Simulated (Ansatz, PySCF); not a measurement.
Species: C3H6N, net charge 0, doublet state. It need not be the lowest isomer of its formula. 
Geometry from a B3LYP-D3(BJ)/def2-TZVP (Ansatz, an electronic-structure program) optimisation:
```
C
H 1 1.0919
N 1 1.4433 2 117.58
H 3 1.0130 1 110.94 2 69.54
H 3 1.0131 4 108.13 1 122.00
C 1 1.4654 2 116.54 3 148.82
H 6 1.0784 1 132.99 2 -19.30
C 6 1.4610 7 133.28 1 -91.57
H 8 1.0856 6 118.05 7 -131.93
H 8 1.0862 9 114.63 6 -149.62
```
Charge 0, spin multiplicity 2.

Dipole moments at this geometry, in debye (magnitudes).

| level | program | dipole (D) |
|---|---|---|
| HF/def2-TZVPD | PySCF | 1.66 |
| r2SCAN/def2-TZVPD | Ansatz | 1.58 |
| B97M-V/def2-TZVPD | Ansatz | 1.54 |
| BHLYP/def2-TZVPD | Ansatz | 1.64 |
| LC-wPBE/def2-TZVPD | Ansatz | … |
| CCSD(T)/aug-cc-pVDZ | Ansatz | … |

Problem. Some entries are withheld; supply them.

Solution. 
- LC-wPBE/def2-TZVPD, dipole (D): 1.68
- CCSD(T)/aug-cc-pVDZ, dipole (D): 1.62
